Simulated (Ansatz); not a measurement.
Geometry optimisation, RHF/def2-SVP (Ansatz 0.2.0).

The input (input.yaml):

```yaml
crystal:
  periodic: [false, false, false]
  atoms:
    - { symbol: Al, position_ang: [0.055239, -0.396612, 0.052035] }
    - { symbol: H, position_ang: [-0.03215, -0.192693, 1.598944] }
    - { symbol: O, position_ang: [1.582799, -0.569397, -0.622063] }
    - { symbol: H, position_ang: [1.873938, -0.701719, -1.505982] }
    - { symbol: O, position_ang: [-1.324129, -0.53471, -0.900786] }
    - { symbol: H, position_ang: [-2.244019, -0.462186, -0.723145] }
    - { symbol: Cl, position_ang: [0.009846, 2.797518, 1.303413] }
    - { symbol: H, position_ang: [0.028476, 1.641599, 1.949183] }
basis:
  gaussian: { orbitals: def2-SVP }
hamiltonian:
  xc: hf
relax:
  f_tol: 0.03
  max_steps: 50
output:
  orbitals: {}
```

Command:

```bash
$ ansatz run input.yaml --threads 1 --pin off --max-ram 2048MiB --backend cpu --events-out ev --progress --plain --runs-dir out
```

Problem. Where does it end, and by what steps?

Solution. It converged. The force dipped under the threshold on the way, but the program's further checks kept it going. After 36 steps the energy has fallen by 0.250 eV; H8 moved furthest, 1.46 Å.

```csv
step,energy less start (eV),largest force component (eV/Å),accepted
0,0.0000,1.443,yes
2,-0.1106,0.435,yes
4,-0.1143,1.242,no
6,-0.1458,0.185,yes
8,-0.1669,0.229,yes
10,-0.1721,0.206,yes
12,-0.1766,0.072,yes
14,-0.1714,0.546,no
16,-0.1791,0.208,yes
18,-0.1816,0.181,yes
20,-0.1876,0.092,yes
22,-0.1967,0.122,yes
24,-0.2034,0.142,yes
26,-0.2164,0.642,yes
28,-0.2085,1.099,no
30,-0.2451,0.388,yes
32,-0.2488,0.086,yes
34,-0.2493,0.072,yes
36,-0.2498,0.022,yes
```

```xyz
8
Properties=species:S:1:pos:R:3
Al -0.202 -0.532 0.256
H -0.495 -1.163 1.654
O 1.376 0.012 -0.096
H 1.727 0.152 -0.959
O -1.309 -0.501 -1.015
H -2.220 -0.727 -1.073
Cl 0.009 2.439 1.435
H 1.065 1.902 0.950
```

The run took 53 s on 1 thread of Arm Neoverse V1, on a shared host, peak memory 0.15 GiB.
